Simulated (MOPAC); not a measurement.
Input for MOPAC: PM3 on ClH2Sb (SMILES [Cl][SbH2]), a point of a bond scan (R = 2.578 Å).

```
PM3 1SCF PRECISE CHARGE=0 THREADS=1
ClH2Sb

Sb    -0.33564918 1    -0.34298871 1     0.31866257 1
H      0.16712785 1    -2.38036377 1    -1.17848434 1
H     -1.71924546 1     0.02483330 1    -0.63200022 1
Cl     1.10810693 1     1.12757821 1    -0.87884443 1
```

It printed:

```
*******************************************************************************
 **                                                                           **
 **                              MOPAC v23.2.5                                **
 **                                                                           **
 *******************************************************************************
 ** MOPAC's Digital Object Identifier: https://doi.org/10.5281/zenodo.6511958 **
 **                                                                           **
 ** Please cite the open-source release paper for use of this MOPAC version:  **
 ** J. E. Moussa and J. J. P. Stewart (2026)                                  **
 ** MOPAC: An open-source semiempirical molecular orbital program             **
 ** J. Open Source Softw., 11(119), 8025, https://doi.org/10.21105/joss.08025 **
 *******************************************************************************

                              PM3 CALCULATION RESULTS

 *******************************************************************************
 *  PM3        - The PM3 Hamiltonian to be used
 *
 *
 *
 *                 CHARGE ON SYSTEM = 0
 *
 *
 *
 *  PRECISE    - TIGHTER CRITERIA TO BE USED
 *  1SCF       - DO 1 SCF AND THEN STOP
 *  THREADS=1  - MULTI-THREADING NOT USED
 *  T=         - A TIME OF 172800.0 SECONDS REQUESTED
 *  DUMP=N     - RESTART FILE WRITTEN EVERY 7200.0 SECONDS REQUESTED
 *******************************************************************************
PM3 1SCF PRECISE CHARGE=0 THREADS=1
 ClH2Sb

   ATOM   CHEMICAL          X               Y               Z
  NUMBER   SYMBOL      (ANGSTROMS)     (ANGSTROMS)     (ANGSTROMS)

     1      Sb         -0.33564918  *  -0.34298871  *   0.31866257  *
     2       H          0.16712785  *  -2.38036377  *  -1.17848434  *
     3       H         -1.71924546  *   0.02483330  *  -0.63200022  *
     4      Cl          1.10810693  *   1.12757821  *  -0.87884443  *



          CARTESIAN COORDINATES

    NO.       ATOM           X           Y           Z

     1        Sb         -0.3356     -0.3430      0.3187
     2         H          0.1671     -2.3804     -1.1785
     3         H         -1.7192      0.0248     -0.6320
     4        Cl          1.1081      1.1276     -0.8788

  H: (PM3): J. J. P. STEWART, J. COMP. CHEM. 10, 209 (1989).
 Cl: (PM3): J. J. P. STEWART, J. COMP. CHEM. 10, 209 (1989).
 Sb: (PM3): J. J. P. STEWART, J. COMP. CHEM. 12, 320-341 (1991).

           Empirical Formula: H2 Sb Cl  =     4 atoms



      MOLECULAR POINT GROUP   :   C1


      RHF CALCULATION, NO. OF DOUBLY OCCUPIED LEVELS = 7


 -------------------------------------------------------------------------------
 PM3 1SCF PRECISE CHARGE=0 THREADS=1
 ClH2Sb



     1SCF WAS SPECIFIED, SO BFGS WAS NOT USED
     SCF FIELD WAS ACHIEVED


                              PM3 CALCULATION
                                                       MOPAC v23.2.5 Linux




          FINAL HEAT OF FORMATION =         73.30691 KCAL/MOL =     306.71611 KJ/MOL


          COSMO AREA              =        109.41 SQUARE ANGSTROMS
          COSMO VOLUME            =         97.28 CUBIC ANGSTROMS

          IONIZATION POTENTIAL    =          9.709788 EV
          HOMO LUMO ENERGIES (EV) =         -9.710 -2.326
          NO. OF FILLED LEVELS    =          7
          MOLECULAR WEIGHT        =        159.2188         POINT GROUP:  C1

          MOLECULAR DIMENSIONS (Angstroms)

            Atom       Atom       Distance
           Cl     4    H     2     3.64429
            H     3    H     2     2.47662
            H     3   Sb     1     1.16278


          SCF CALCULATIONS        =          1





   ATOM   CHEMICAL          X               Y               Z
  NUMBER   SYMBOL      (ANGSTROMS)     (ANGSTROMS)     (ANGSTROMS)

     1      Sb         -0.33564918  *  -0.34298871  *   0.31866257  *
     2       H          0.16712785  *  -2.38036377  *  -1.17848434  *
     3       H         -1.71924546  *   0.02483330  *  -0.63200022  *
     4      Cl          1.10810693  *   1.12757821  *  -0.87884443  *

                             CARTESIAN COORDINATES

   1   Sb       -0.335649180    -0.342988710     0.318662570
   2    H        0.167127850    -2.380363770    -1.178484340
   3    H       -1.719245460     0.024833300    -0.632000220
   4   Cl        1.108106930     1.127578210    -0.878844430


           Empirical Formula: H2 Sb Cl  =     4 atoms



      MOLECULAR POINT GROUP   :   C1


                  EIGENVALUES
 -54.91226 -35.87126 -12.55710 -11.59685 -11.31131 -10.61119  -9.70979  -2.32594
  -1.39639  -0.53589


              NET ATOMIC CHARGES AND DIPOLE CONTRIBUTIONS

  ATOM NO.   TYPE          CHARGE      No. of ELECS.   s-Pop       p-Pop
    1         Sb           0.429958        4.5700     1.95833     2.61171
    2          H          -0.019251        1.0193     1.01925
    3          H          -0.095787        1.0958     1.09579
    4         Cl          -0.314920        7.3149     1.98557     5.32935
 DIPOLE           X         Y         Z       TOTAL
 POINT-CHG.    -1.594    -2.205     2.387     3.620
 HYBRID        -0.655     0.093    -1.178     1.351
 SUM           -2.249    -2.112     1.210     3.314


          ATOMIC ORBITAL ELECTRON POPULATIONS

     Atom    s        px        py        pz
    1 Sb   1.95833   0.80677   0.85120   0.95374
    2  H   1.01925
    3  H   1.09579
    4 Cl   1.98557   1.75456   1.73920   1.83559

 **********************
 *                    *
 * JOB ENDED NORMALLY *
 *                    *
 **********************




 == MOPAC DONE ==
```

The run finished.

Cost: roughly 0.03 core-seconds.
